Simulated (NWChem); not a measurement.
A series in which one site is exchanged, each optimised at PBE0/def2-SVP with NWChem, gas phase unless a solvent is named. 

A: BCl (BH$_{2}$Cl; site = B)
B: [Cl][GaH2] (GaH₂Cl; site = Ga)
C: [AlH2][Cl] (AlH2Cl; site = Al)

Rank them by lowest singlet excitation, PBE0/def2-SVPD, TDA (eV), lowest first.

A (4.97), B (5.16), C (5.42)
